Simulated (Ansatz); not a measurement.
Input (CCSDT(Q)/cc-pV(D+d)Z; Ansatz, a first-principles code): A basis named .json is the Basis Set Exchange file of that set.

Ansatz 0.2 input:
```yaml
crystal:
  periodic: [false, false, false]
  atoms:
    - {symbol: O, position_ang: [1.30365357, 0.36758936, -0.50004571]}
    - {symbol: Si, position_ang: [0.02714886, -0.14830318, 0.41103641]}
    - {symbol: N, position_ang: [-1.54698947, -0.20311891, -0.32135158]}
    - {symbol: H, position_ang: [1.45855082, 1.31048208, -0.59241965]}
    - {symbol: H, position_ang: [-0.14029185, 0.71930746, 1.60310517]}
    - {symbol: H, position_ang: [0.33832653, -1.54295500, 0.78553812]}
    - {symbol: H, position_ang: [-1.63697175, 0.07052745, -1.30090662]}
basis:
  gaussian:
    orbitals: cc-pV_D+d_Z.json
magnetization: {spin_polarized: true, initial_magnetization: 1}
correlation: {method: ccsdt_q, electrons: outside_noble_gas}
```

Output:

```
Functional definition: HF
integrals: 0.11 GiB planned
1357 factors; integrals over basis functions are off by at most 2.3e-7 eV
mean field: 0.25 GiB planned
mean field evaluation 1: about -11440.9069 eV, gradient 2.7e1 eV
mean field evaluation 2: about -11440.9093 eV, gradient 2.7e1 eV
mean field evaluation 4: about -11444.9839 eV, gradient 3.0e0 eV
mean field evaluation 8: about -11445.1379 eV, gradient 2.2e-1 eV
mean field evaluation 16: about -11445.1176 eV, gradient 1.2e0 eV
mean field evaluation 32: about -11443.7287 eV, gradient 3.0e0 eV
mean field evaluation 64: about -11443.9266 eV, gradient 2.5e-3 eV
mean field -11445.13906921 eV, -420.6011029994 hartree, gradient 2.1e-6 eV, S^2 0.758163; 4 other end points of the search recorded, 0 dependent functions left out
determinant -11445.13906921 eV, -420.6011029994 hartree, with singles and doubles -11457.58471290 eV, -421.0584719693 hartree
determinant -11443.92658109 eV, -420.5565448828 hartree, with singles and doubles -11456.37881278 eV, -421.0141559573 hartree
7 core orbitals not correlated
reference -11445.13906921 eV, -420.6011029994 hartree; 10, 9 occupied and 54, 55 virtual orbitals, 1357 factors
second order -11.44854078 eV of doubles, -0.00000000 eV of singles
coupled cluster: 5.18 GiB planned
cycle   1  -12.04339668 eV  change   -5.9e-1 eV  update   8.8e-2
cycle   2  -12.50345292 eV  change   -4.6e-1 eV  update   3.7e-2
cycle   3  -12.74732722 eV  change   -2.4e-1 eV  update   2.1e-2
cycle   4  -12.73871688 eV  change    8.6e-3 eV  update   8.0e-3
cycle   5  -12.73287611 eV  change    5.8e-3 eV  update   5.0e-3
cycle   6  -12.73793752 eV  change   -5.1e-3 eV  update   2.6e-3
cycle   7  -12.73906259 eV  change   -1.1e-3 eV  update   1.3e-3
cycle   8  -12.73874391 eV  change    3.2e-4 eV  update   6.1e-4
cycle   9  -12.73881342 eV  change   -7.0e-5 eV  update   3.0e-4
cycle  10  -12.73895895 eV  change   -1.5e-4 eV  update   1.5e-4
cycle  11  -12.73879291 eV  change    1.7e-4 eV  update   8.3e-5
cycle  12  -12.73884238 eV  change   -4.9e-5 eV  update   5.5e-5
cycle  13  -12.73885015 eV  change   -7.8e-6 eV  update   3.8e-5
cycle  14  -12.73886231 eV  change   -1.2e-5 eV  update   3.1e-5
cycle  15  -12.73889113 eV  change   -2.9e-5 eV  update   2.5e-5
cycle  16  -12.73889159 eV  change   -4.6e-7 eV  update   1.9e-5
cycle  17  -12.73888213 eV  change    9.5e-6 eV  update   1.3e-5
cycle  18  -12.73887848 eV  change    3.6e-6 eV  update   7.5e-6
cycle  19  -12.73887652 eV  change    2.0e-6 eV  update   5.0e-6
cycle  20  -12.73887853 eV  change   -2.0e-6 eV  update   2.8e-6
cycle  21  -12.73888132 eV  change   -2.8e-6 eV  update   1.6e-6
cycle  22  -12.73888238 eV  change   -1.1e-6 eV  update   8.6e-7
perturbative correction -0.02813036 eV, -0.0010337716 hartree
Total energy: -11457.90608195 eV, -421.0702820639 hartree
```
